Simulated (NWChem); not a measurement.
System: AlGeH5; SMILES [AlH2][GeH3]

NWChem input:

```
start job
memory heap 200 mb stack 900 mb global 1100 mb
geometry units angstroms noautosym nocenter noautoz
  Al    -0.033350    -1.710496    -0.000630
  Ge    -0.080524     0.779466    -0.008763
  H     -1.502907     1.390033    -0.106439
  H      0.559370     1.368676     1.279128
  H      0.736292     1.375237    -1.188242
  H      1.363894    -2.473157    -0.000845
  H     -1.376828    -2.563543     0.009860
end
basis spherical
  Al library 6-31g*
  Ge library 6-31g*
  H library 6-31g*
end
dft
  xc b3lyp
  iterations 150
end
property
  efieldgrad
end
task dft property
```

Geometry: optimised at B3LYP/6-31G* (spherical d).

Vzz is the largest principal value of the second derivative of the potential at the nucleus (NWChem prints the opposite sign); η is the asymmetry. Non-relativistic.

Atoms are numbered as in the input.

Q: Give the results of this calculation. (B3LYP/6-31G* (spherical d).) Quantities: Vzz Al1 (a.u.); η Al1; Vzz Ge2 (a.u.); η Ge2.

A: The vzz Al1 (a.u.) is 1.152. The η Al1 is 0.19, the vzz Ge2 (a.u.) is -0.338 and the η Ge2 is 0.13.
